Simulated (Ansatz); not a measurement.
Isolated molecules relaxed with PBE0-D4/def2-TZVP in Ansatz; ΔE leaves out vibrations. CCSD(T)/CBS adds triple-zeta CCSD(T) − MP2 to the extrapolated MP2 energy (def2 sets, frozen cores). This one scheme is used for every species. DFT in def2-TZVPP. Each species was taken in one conformer, which may not be the lowest.

Consider the formal exchange of groups at the Si–C bond: `F[C@H](Cl)[Si@@H]1CO1` + `O[SiH3]` → `O[SiH2][SiH]1CO1` + `FCCl`.

`F[C@H](Cl)[Si@@H]1CO1`:

```xyz
10

F    -1.004   -2.369    0.280
C    -0.753   -1.115    0.781
Cl   -2.239   -0.156    0.765
Si    0.604   -0.269   -0.248
C     0.610    1.510   -0.524
O     0.138    0.588   -1.581
H    -0.474   -1.232    1.832
H     1.786   -1.148   -0.362
H     1.514    2.045   -0.804
H    -0.183    2.146   -0.138
```

`O[SiH3]`:

Cartesian coordinates in Å:
```
O -0.289 0.550 1.121
Si -0.047 -0.262 -0.292
H 0.302 1.275 1.327
H -0.178 0.636 -1.472
H -1.091 -1.311 -0.341
H 1.303 -0.889 -0.342
```

`O[SiH2][SiH]1CO1`:

Z-matrix (Å, degrees):
```
Si
Si 1 2.335
O 1 1.649 2 102.1
H 1 1.484 2 114.0 3 -117.2
H 1 1.490 2 111.2 3 120.2
O 2 1.689 1 105.8 3 -17.7
C 2 1.817 1 116.3 3 33.9
H 2 1.485 1 124.0 3 -155.0
H 3 0.963 1 114.2 2 23.8
H 7 1.088 2 122.0 1 12.6
H 7 1.088 2 120.8 1 170.7
```

`FCCl`:

Cartesian coordinates in Å:
```
F -0.311 0.393 -1.262
C 0.050 -0.112 -0.058
Cl -0.382 1.009 1.238
H 1.130 -0.247 -0.034
H -0.487 -1.043 0.116
```

| level | ΔE (eV) |
| --- | --- |
| ωB97M-V | -0.20 |
| PBE0 | -0.36 |
| CCSD(T)/def2-TZVPP | -0.25 |
| HF/CBS(def2) | -0.19 |

(1) What does CCSD(T)/CBS give? (Best estimate.)

Largest T1 diagnostic among the species: 0.014.

Answers

(1) Computed: -0.24 eV. The listed levels differ from it by 0.04, -0.12, -0.01, 0.05 eV.
